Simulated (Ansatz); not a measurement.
H2AlO2 (SMILES [OH][Al][OH]), doublet, at a GFN2-xTB geometry (such geometries of metal compounds can be far from the true shape) (the spin is typed, not shown lowest). Base run: PBE0/def2-SV(P) in Ansatz (a quantum-chemistry and plane-wave program).

Input for Ansatz:
Ansatz 0.2 input:
```yaml
crystal:
  periodic: [false, false, false]
  atoms:
    - {symbol: Al, position_ang: [0.00353809, -0.25945260, -0.04632862]}
    - {symbol: O, position_ang: [1.19806464, 0.35864318, -1.01835264]}
    - {symbol: H, position_ang: [1.86987346, 0.76015792, -1.55606254]}
    - {symbol: O, position_ang: [-1.20230510, -0.04768496, 1.07387825]}
    - {symbol: H, position_ang: [-1.88194496, 0.12506018, 1.71412967]}
basis:
  gaussian:
    orbitals: def2-SV_P_.json
hamiltonian:
  xc: pbe0
magnetization: {spin_polarized: true, initial_magnetization: 1}
```
The basis file holds def2-SV(P) in the JSON format of the Basis Set Exchange.

Each row names what was changed in the base input (with any setting that the change needs).

```json
[
 {"change": "base", "ΔE vs base (µEh)": "0.0"},
 {"change": "point_charge = charge:1.0 position_ang:3.5601, -3.1728, -2.518", "ΔE vs base (µEh)": "-6967"},
 {"change": "point_charge = charge:0.5 position_ang:3.4958, 1.7598, -3.9391", "ΔE vs base (µEh)": "3938"},
 {"change": "lower_state_search = full", "ΔE vs base (µEh)": "0.0"},
 {"change": "point_charge = charge:-1.0 position_ang:-3.1584, -3.5793, -2.4857", "ΔE vs base (µEh)": "2896"},
 {"change": "forces = on", "ΔE vs base (µEh)": "0.0"},
 {"change": "lower_state_search = off", "ΔE vs base (µEh)": "0.0"},
 {"change": "final_grid = 4, 8, 17", "ΔE vs base (µEh)": "-358"},
 {"change": "fitting.mean_field = def2-universal-JKFIT", "ΔE vs base (µEh)": "-14.0"},
 {"change": "nuclear_model = gaussian", "ΔE vs base (µEh)": "140"},
 {"change": "final_grid = 14, 28, 59", "ΔE vs base (µEh)": "0.8"}
]
```
